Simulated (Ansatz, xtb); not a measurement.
Species: SbI₂, charge -1, multiplicity 1. SMILES of the parent species: [I][Sb][I]
Structure (B3LYP-D3(BJ)/def2-TZVP (Ansatz, an electronic-structure program) minimum search):
```xyz
3

Sb     0.0306     0.0027     1.2342
I      1.0177    -1.9333    -0.6152
I     -1.0471     1.9307    -0.5724
```
Charge -1, spin multiplicity 1.

Harmonic wavenumbers from GFN2-xTB (xtb, at its own minimum), cm⁻¹: 37, 142, 152.

Q: Give the harmonic wavenumbers at B3LYP-D3(BJ)/def2-TZVP (Ansatz, finite differences of forces, unscaled).

A: 48, 153, 161 cm⁻¹. Zero-point energy 0.5 kcal/mol.

Q: From these and the geometry, give the ideal-gas thermochemistry at 298.15 K and 1 atm (rigid rotor, harmonic oscillator).

A: Point group C2v, rotational symmetry number 2. Rotational constants 1.837, 0.4149, 0.3385 GHz. S(trans) 43.66, S(rot) 30.12, S(vib) 10.07, S(elec, spin only) 0.00, S 83.9 cal/(mol K). H(298) - H(0) 3.69 kcal/mol; G - E(el) -20.8 kcal/mol.
